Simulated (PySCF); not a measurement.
**The second ionisation energy along group 14**

Calculated with PySCF 2.14 from differences of total energies of unrestricted determinants, without spin-orbit coupling. Values in eV. The last column holds reference values (NIST; (s) semi-empirical, (t) theoretical, else measured). Unmarked ones compare directly (S terms, centres of terms, or small fine structure); those marked * lie between the lowest fine-structure levels and include a spin-orbit shift.

```csv
element,configurations,UHF,MP2 (valence),SCS-MP2 (valence),CCSD (valence),CCSD(T) (valence),reference
"C (cc-pVDZ, non-relativistic)",[He] 2s2 2p1 → [He] 2s2,24.189,24.240,24.193,24.046,24.063,24.378
"Si (cc-pV(D+d)Z, non-relativistic)",[Ne] 3s2 3p1 → [Ne] 3s2,15.820,15.991,15.972,16.102,16.121,16.322
"Ge (cc-pVDZ-PP with ECP10MDF, ECP)",[Ar] 3d10 4s2 4p1 → [Ar] 3d10 4s2,15.218,15.371,15.353,15.445,15.457,15.789
"Sn (cc-pVDZ-PP with ECP28MDF, ECP)",[Kr] 4d10 5s2 5p1 → [Kr] 4d10 5s2,13.716,13.847,13.829,13.913,13.923,14.282
```

Q: Which of these methods has the smallest mean absolute error against the measured values here?

A: CCSD(T) (valence), with 0.302 eV.

```
           method  elements  mean error (eV)  mean absolute error (eV)  largest error (eV)
              UHF         4           -0.457                     0.457              -0.571
    MP2 (valence)         4           -0.330                     0.330              -0.435
SCS-MP2 (valence)         4           -0.356                     0.356              -0.452
   CCSD (valence)         4           -0.316                     0.316              -0.369
CCSD(T) (valence)         4           -0.302                     0.302              -0.359
```

Errors include the incompleteness of the basis and the frozen core.

"Valence" correlates the outer s and p shells and, in groups 3 to 12 and the f block, the outer d or f shell, open or full, or the next shell where the ion has no valence electron left; the wider scheme adds the next inner shell.
